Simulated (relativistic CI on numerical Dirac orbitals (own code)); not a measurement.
## Co²⁺: 3p photoemission

Computed with this model: Dirac-Coulomb-Breit CI, separate exchange-only KLI orbitals for each configuration, model QED, valence Slater integrals scaled by 0.7, multiplet model of photoemission in the sudden approximation; configurations [Ar] 3d7 → [Ne] 3s2 3p5 3d7; 80 K; Lorentzian 0.8 eV and Gaussian 0.6 eV FWHM. Energies are those of the free ion, without screening or charge transfer. The energies are binding energies and can lie tens of eV above those of solids. S is read from ⟨S²⟩ = S(S + 1).

Field parameters in Wybourne normalisation: D4h B²₀ = −7Ds, B⁴₀ = 21(Dq − Dt), B⁴₄ = 21√(5/14) Dq; Oh B⁴₀ = 21Dq, B⁴₄ = √(5/14) B⁴₀; Td as Oh with Dq negative (B⁴₀ = 21Dq, B⁴₄ = √(5/14) B⁴₀). The field is a parameter set, without covalency.

free ion: ground-state S = 1.50, centroid 97.01 eV. Peaks (eV, height): 90.7 (100), 93.8 (94), 98.5 (63), 101.2 (11), 102.3 (9), 104.8 (16), 107.4 (55).

Oh, 10Dq = 21600 cm⁻¹: ground-state S = 0.52, centroid 97.22 eV. Peaks (eV, height): 92.8 (100), 94.4 (71), 98.4 (40), 99.3 (38), 102.6 (31), 108.4 (18).

Td, 10Dq = -10850 cm⁻¹: ground-state S = 1.50, centroid 97.01 eV. Peaks (eV, height): 91.6 (100), 94.8 (55), 99.5 (33), 103.0 (11), 106.1 (29), 107.8 (44).

Oh, 10Dq = 5250 cm⁻¹: ground-state S = 1.50, centroid 97.01 eV. Peaks (eV, height): 90.9 (100), 94.2 (80), 98.7 (50), 101.6 (11), 102.8 (9), 105.1 (18), 107.3 (54).

Oh, 10Dq = 7500 cm⁻¹: ground-state S = 1.50, centroid 97.01 eV. Peaks (eV, height): 90.9 (100), 94.4 (75), 98.7 (44), 101.9 (10), 105.4 (19), 107.4 (52).

D4h, 10Dq = 18950, Ds = 1970, Dt = -530 cm⁻¹: ground-state S = 0.54, centroid 97.22 eV. Peaks (eV, height): 93.0 (100), 94.6 (60), 98.8 (36), 99.7 (33), 102.8 (25), 108.3 (14).

Strongest unbroadened transitions for Td, 10Dq = -10850 cm⁻¹:

| Energy (eV) | Relative strength |
| --- | --- |
| 91.36 | 16.5 |
| 91.37 | 100.0 |
| 92.02 | 27.3 |
| 92.03 | 41.4 |
| 92.57 | 36.1 |
| 93.69 | 13.0 |
| 93.93 | 10.1 |
| 94.68 | 7.3 |
| 94.96 | 7.3 |
| 95.10 | 10.3 |
| 99.50 | 7.6 |
| 99.53 | 9.0 |
| 106.04 | 14.5 |
| 106.18 | 10.5 |
| 106.23 | 7.2 |
| 107.56 | 19.5 |
| 107.91 | 16.1 |
| 108.03 | 21.6 |
